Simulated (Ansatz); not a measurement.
CH5BOSi can be A, `B1CO[SiH2]1`, or B, `[SiH3]B1CO1`.

Program: Ansatz. Geometries: PBE0-D4/def2-TZVP. ΔE: electronic, gas phase. CCSD(T)/CBS is the MP2 limit (def2-TZVPP, def2-QZVPP) plus CCSD(T) − MP2 in def2-TZVPP, frozen cores. Functionals use def2-TZVPP.

**Question.** Which isomer does CCSD(T)/CBS put lower? Give the gap. (Best estimate.)

**Answer.** Computed: B, by 6.3 kcal/mol.

**Question.** Give E(B) − E(A) in kcal/mol with HF/def2-TZVPP, PBE0-D4, r2SCAN-D4, BLYP-D4, LDA (SPW92), PBE-D4, CCSD(T)/def2-TZVPP. (An estimate is asked.)

**Answer.** Computed: HF/def2-TZVPP -3.1, PBE0-D4 -7.1, r2SCAN-D4 -8.1, BLYP-D4 -9.6, LDA (SPW92) -7.7, PBE-D4 -9.7, CCSD(T)/def2-TZVPP -7.5. None reverses the order clearly.

**Question.** Does the order hold for the free energy at 298.15 K (harmonic terms from PBE0-D4)? (Best estimate.)

**Answer.** Computed: Yes: G(B) − G(A) = -7.7 kcal/mol.

Largest T1 diagnostic: 0.016.

The D4 term adds +0.8 kcal/mol with B3LYP and +0.4 kcal/mol with PBE0; it sums over pairs of atoms, weighted by their polarisabilities, and B3LYP, whose exchange is more repulsive, gets the larger term. From BLYP to BHLYP (50 % exact exchange), in def2-TZVPP and without D4, E(B) − E(A) moves by +5.7 kcal/mol.

B3LYP here is the variant with VWN-RPA as its local correlation; programs differ in this.
